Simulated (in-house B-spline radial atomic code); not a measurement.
The tin ion Sn²⁺ is squeezed into an impenetrable sphere of radius R (the orbitals vanish at R). No spin polarisation. Method: non-relativistic Hartree-Fock, average of configuration, point nucleus. Calculated with a B-spline radial code for spherical atoms.

Energies in eV above the free ion in [Kr] 4d10 5s2:

```
R (bohr)  highest level (eV)  [Kr] 4d10 5s2  [Ar] 3d9 4s2 4p6 4d10 4f1 5s2  [Ar] 3d9 4s2 4p6 4d10 5s2 5f1  -dE/dV in [Kr] 4d10 5s2 (GPa)
       7               -27.6        0.01006                          516.8                          526.3                         0.0382
    5.69               -27.5         0.1533                          518.8                          532.1                          0.811
    4.94               -27.2         0.6552                            521                          537.9                           4.35
     4.3               -26.2          2.138                          524.5                          546.3                           18.1
    3.34               -20.7          12.29                          539.3                          575.8                            177
    2.87               -12.2           30.5                          560.5                          611.9                            642
    2.55            -0.00174          59.64                          591.7                          659.2                           1720
    2.21                25.9          130.4                          664.5                          758.4                           5590
    1.87                82.5            314                          848.9                          987.1                          21200
    1.51                 229          907.7                           1442                           1668                         108000
```

Question: Does [Ar] 3d9 4s2 4p6 4d10 4f1 5s2 fall below [Kr] 4d10 5s2 under compression?

Answer: No, it stays above over the whole range.

Question: Does [Ar] 3d9 4s2 4p6 4d10 5s2 5f1 fall below [Kr] 4d10 5s2 under compression?

Answer: No, it stays above over the whole range.

The highest level is first positive in the row R = 2.21 bohr, pushed up by confinement above the zero of the free ion's potential. Each configuration is held fixed and needn't be the lowest in the sphere.
